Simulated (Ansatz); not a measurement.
Species: C2H6ClGaO2 (charge 0, singlet). 
Coordinates optimised at B3LYP-D3(BJ)/def2-TZVP (Ansatz, a program for electronic structure):
SMILES: C[O][Ga]([Cl])[O]C
```xyz
12

C      2.7697    -0.6224     0.2531
O      1.4889    -1.1606    -0.0502
Ga    -0.0035    -0.2137    -0.0485
Cl     0.0312     1.8871     0.4293
O     -1.5253    -1.0212    -0.4439
C     -2.7857    -0.3637    -0.4794
H      3.4319    -0.7733    -0.6030
H      3.1852    -1.1523     1.1138
H      2.7413     0.4462     0.4849
H     -2.7245     0.6945    -0.2095
H     -3.2015    -0.4403    -1.4871
H     -3.4654    -0.8599     0.2176
```

Property: vertical triplet-singlet gap (E(triplet) - E(singlet); each state is the SCF solution reached for its spin; for the triplet the Hartree-Fock reference is unstable and T1 is 0.027), in eV. Valence correlation only, unless marked. Open shells are spin-unrestricted. No spin-orbit coupling. The frozen core is the preceding noble-gas configuration, with the filled d and f shells of earlier blocks. Non-relativistic. CBS marks a two-point X^-3 extrapolation of the correlation energy; Hartree-Fock from the larger set.

| level | program | vertical triplet-singlet gap (eV) |
|---|---|---|
| HF/def2-QZVPPD | Ansatz | 5.19 |
| RI-HF/def2-TZVPPD | Ansatz | 5.20 |
| SVWN5/def2-TZVPD | Ansatz | 4.41 |
| PBE/def2-TZVPD | Ansatz | 4.44 |
| r2SCAN/def2-TZVPD | Ansatz | 4.71 |
| B3LYP/def2-TZVPD | Ansatz | 4.92 |
| PBE0/def2-TZVPD | Ansatz | 5.07 |
| BHLYP/def2-TZVPD | Ansatz | 5.48 |
| CAM-B3LYP/def2-TZVPD | Ansatz | 5.40 |
| wB97M-V/def2-TZVPD | Ansatz | 5.63 |
| wB97X-V/def2-TZVPD | Ansatz | 5.75 |
| B2PLYP/def2-TZVPD | Ansatz | 5.64 |
| RI-MP2/def2-TZVPPD | Ansatz | 6.46 |
| RI-MP2/def2-QZVPPD | Ansatz | 6.53 |
| RI-MP2/CBS(def2-TZVPPD,def2-QZVPPD) | Ansatz | 6.59 |
| CCSD/def2-SVPD | Ansatz | 5.99 |
| CCSD/def2-TZVPPD | Ansatz | 5.91 |
| CCSD(T)/def2-SVPD | Ansatz | 5.94 |
| CCSD(T)/def2-TZVPPD | Ansatz | 5.88 |
